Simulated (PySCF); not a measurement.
Problem. What does the PBE0-D3(BJ)/def2-SVP structure of `CC1=C(F)C2=C(C=C1)[S@@](=O)CC2` look like in three dimensions?

Solution. 
```xyz
21
C9H9FOS angstrom
C      3.3111    0.5614   -0.3097
C      1.9224    0.2878    0.1792
C      1.6467   -0.0886    1.5000
C      0.3456   -0.3338    1.9375
C     -0.6864   -0.1885    1.0229
C     -0.4692    0.1959   -0.2980
C      0.8404    0.4197   -0.6975
F      1.0795    0.7983   -1.9573
C     -1.7185    0.3454   -1.1202
C     -2.8500    0.5080   -0.1088
S     -2.4264   -0.4898    1.3910
O     -2.8177    0.2830    2.6148
H      3.3984    1.5851   -0.7056
H      4.0438    0.4402    0.4989
H      3.5855   -0.1200   -1.1302
H      2.4804   -0.1836    2.2005
H      0.1350   -0.6099    2.9728
H     -1.6560    1.2009   -1.8098
H     -1.8767   -0.5502   -1.7455
H     -3.8376    0.1967   -0.4748
H     -2.9105    1.5302    0.2978
```

Orientation and origin are arbitrary. Atoms count from 1 in this order. The 6-membered ring C2–C3–C4–C5–C6–C7 has internal angles of 117.7° to 122.6°; it is planar, 0.00 Å rms from its mean plane, widest ring torsion 1°. The 5-membered ring C5–C6–C9–C10–S11 has internal angles of 88.0° to 114.6° (sum 529°, against 540° for a flat polygon); it is puckered, 0.16 Å rms from its mean plane, widest ring torsion 33°. The C–C distances run from 1.386 Å (C4–C5, aromatic) to 1.526 Å (C9–C10, drawn single), a spread of 0.140 Å. The 2 C–S bonds span 1.804 Å (C5–S11, drawn single) to 1.850 Å (C10–S11, drawn single), a spread of 0.046 Å.

Bonds between heavy atoms (Å): C1–C2 1.497, C2–C3 1.401, C3–C4 1.394, C4–C5 1.386, C5–C6 1.393, C6–C7 1.387, C7–F8 1.337, C6–C9 1.503, C9–C10 1.526, C10–S11 1.850, S11=O12 1.499, C2–C7 1.399, C5–S11 1.804.

Computed, not measured: PySCF 2.14.0, PBE0-D3(BJ)/def2-SVP geometry optimisation, gas phase.

Point group: C1 (no symmetry element, even within 0.4 Å). Whether it is a minimum is left open (no frequencies). The numbers are those of one conformer (C5–C6–C9–C10 20°, C6–C9–C10–S11 -33°, C9–C10–S11–O12 140°, C4–C5–S11–C10 161°).

Rough CPU time on one thread of a shared machine: about 15 min. These figures are those of the optimisation.
